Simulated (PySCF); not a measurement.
Geometries of 4 isomers of C6H9F, from PBE0-D3(BJ)/def2-SVP geometry optimisation, gas phase in PySCF. One conformer each, no zero-point energy, no frequencies.

Problem. Which isomer lies lowest at this level?
A.
```xyz
16
angstrom
C      2.573    0.880    0.868
C      1.714    0.211    0.145
C      0.851   -0.468   -0.567
C     -0.643   -0.234   -0.607
C     -1.060    1.080    0.020
C     -1.379   -1.423   -0.011
F     -0.994   -0.183   -1.957
H      2.814    0.571    1.891
H      3.080    1.768    0.473
H      1.207   -1.298   -1.191
H     -2.148    1.205   -0.073
H     -0.787    1.113    1.083
H     -0.563    1.916   -0.492
H     -1.160   -1.518    1.062
H     -1.075   -2.352   -0.514
H     -2.464   -1.294   -0.145
```
B.
```xyz
16
angstrom
F     -2.382    0.163    1.080
C     -1.744    0.156   -0.120
C     -1.007    1.385   -0.528
C     -0.259    0.151   -0.102
C      0.589   -0.007    1.156
C      1.600   -0.837    0.328
C      0.692   -0.718   -0.920
H     -2.284   -0.436   -0.868
H     -1.022    2.221    0.178
H     -1.008    1.666   -1.586
H      0.077   -0.563    1.955
H      0.981    0.929    1.580
H      2.580   -0.353    0.210
H      1.768   -1.862    0.687
H      1.149   -0.217   -1.786
H      0.253   -1.669   -1.261
```
C.
```xyz
16
angstrom
C     -1.706   -0.997   -0.556
C     -0.374   -0.277   -0.478
C      0.861   -1.168   -0.251
C      1.802   -0.267    0.495
C      1.182    0.821    0.961
C     -0.276    0.794    0.615
F     -0.744    2.012    0.163
H     -1.910   -1.559    0.370
H     -2.528   -0.281   -0.706
H     -1.727   -1.713   -1.392
H     -0.206    0.287   -1.412
H      1.285   -1.565   -1.188
H      0.602   -2.049    0.367
H      2.855   -0.507    0.662
H      1.627    1.612    1.569
H     -0.890    0.537    1.501
```
D.
```xyz
16
angstrom
C      3.247    0.043   -0.069
C      2.001    0.406    0.092
C      0.755    0.772    0.270
C     -0.230    0.056    1.151
C     -1.256   -0.758    0.371
C     -2.142    0.056   -0.542
F     -2.055   -1.412    1.292
H      4.043    0.435    0.574
H      3.536   -0.664   -0.855
H      0.401    1.657   -0.276
H     -0.777    0.785    1.773
H      0.296   -0.627    1.834
H     -0.726   -1.533   -0.212
H     -2.902   -0.590   -1.003
H     -1.555    0.524   -1.345
H     -2.658    0.847    0.025
```

Solution. C. That is `C[C@@H]1CC=C[C@H]1F`, 26.2 kcal/mol below the next.

```json
{"SMILES": "C[C@@H]1CC=C[C@H]1F", "atoms numbered as above": "[CH3:1][C@@H:2]1[CH2:3][CH:4]=[CH:5][C@H:6]1[F:7]", "E (Eh)": "-333.26950", "relative (kcal/mol)": "0.0", "relative (kJ/mol)": "0.0", "dipole (D)": "1.93"}
{"SMILES": "F[C@H]1CC12CCC2", "atoms numbered as above": "[F:1][C@H:2]1[CH2:3][C:4]12[CH2:5][CH2:6][CH2:7]2", "E (Eh)": "-333.22778", "relative (kcal/mol)": "26.2", "relative (kJ/mol)": "109.5", "dipole (D)": "1.59"}
{"SMILES": "C=C=CC(C)(C)F", "atoms numbered as above": "[CH2:1]=[C:2]=[CH:3][C:4]([CH3:5])([CH3:6])[F:7]", "E (Eh)": "-333.22396", "relative (kcal/mol)": "28.6", "relative (kJ/mol)": "119.6", "dipole (D)": "1.83"}
{"SMILES": "C=C=CC[C@H](C)F", "atoms numbered as above": "[CH2:1]=[C:2]=[CH:3][CH2:4][C@H:5]([CH3:6])[F:7]", "E (Eh)": "-333.21966", "relative (kcal/mol)": "31.3", "relative (kJ/mol)": "130.9", "dipole (D)": "1.59"}
```

As drawn, the highest has cumulated double bonds, which the lowest lacks.
